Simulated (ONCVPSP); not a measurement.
u(r) = r·R(r): atom against pseudo-atom (lithium)

Columns: radius, all-electron u(r) and pseudo u(r) of the 2s shell (level -2.87 eV) of lithium in the configuration [He] 2s1; PBE, scalar-relativistic, ONCV scheme, ONCVPSP 4.0.1.

```json
{"r (bohr)": "0.132", "all-electron": "-0.1435", "pseudo": "0.0165"}
{"r (bohr)": "0.265", "all-electron": "-0.1875", "pseudo": "0.0341"}
{"r (bohr)": "0.398", "all-electron": "-0.1761", "pseudo": "0.0532"}
{"r (bohr)": "0.530", "all-electron": "-0.1356", "pseudo": "0.0737"}
{"r (bohr)": "0.663", "all-electron": "-0.0800", "pseudo": "0.0964"}
{"r (bohr)": "0.795", "all-electron": "-0.0185", "pseudo": "0.1211"}
{"r (bohr)": "0.928", "all-electron": "0.0446", "pseudo": "0.1487"}
{"r (bohr)": "1.060", "all-electron": "0.1054", "pseudo": "0.1786"}
{"r (bohr)": "1.193", "all-electron": "0.1632", "pseudo": "0.2106"}
{"r (bohr)": "1.325", "all-electron": "0.2161", "pseudo": "0.2435"}
{"r (bohr)": "1.458", "all-electron": "0.2644", "pseudo": "0.2772"}
{"r (bohr)": "1.590", "all-electron": "0.3072", "pseudo": "0.3110"}
{"r (bohr)": "1.723", "all-electron": "0.3453", "pseudo": "0.3451"}
{"r (bohr)": "1.855", "all-electron": "0.3789", "pseudo": "0.3778"}
{"r (bohr)": "1.988", "all-electron": "0.4090", "pseudo": "0.4083"}
{"r (bohr)": "2.120", "all-electron": "0.4351", "pseudo": "0.4349"}
{"r (bohr)": "2.252", "all-electron": "0.4573", "pseudo": "0.4573"}
{"r (bohr)": "2.385", "all-electron": "0.4759", "pseudo": "0.4759"}
{"r (bohr)": "2.518", "all-electron": "0.4908", "pseudo": "0.4908"}
{"r (bohr)": "2.650", "all-electron": "0.5023", "pseudo": "0.5023"}
{"r (bohr)": "2.782", "all-electron": "0.5106", "pseudo": "0.5106"}
{"r (bohr)": "2.915", "all-electron": "0.5161", "pseudo": "0.5161"}
{"r (bohr)": "3.048", "all-electron": "0.5189", "pseudo": "0.5189"}
{"r (bohr)": "3.180", "all-electron": "0.5192", "pseudo": "0.5192"}
{"r (bohr)": "3.312", "all-electron": "0.5174", "pseudo": "0.5174"}
{"r (bohr)": "3.445", "all-electron": "0.5135", "pseudo": "0.5135"}
```

Question: How many radial nodes do the two functions have?

Answer: The all-electron 2s function has n − l − 1 = 1; the pseudo-wave has 0, since the states of the same l below it are removed with the core.

Question: At about which radius was the pseudo-wave matched?

Answer: 2.40 bohr. The columns agree to 0.0005 from 2.12 bohr on; several derivatives are matched, so the curves merge somewhat inside the radius.

Question: Where does each function peak?

Answer: Outermost all-electron maximum near 3.18 bohr, pseudo maximum near 3.18 bohr (to the table’s step).

Question: Is the pseudo-wave norm-conserving?

Answer: Yes: the ONCV scheme keeps the norm inside the radius equal to the all-electron one, which fixes the energy derivative of the logarithmic derivative at the level.
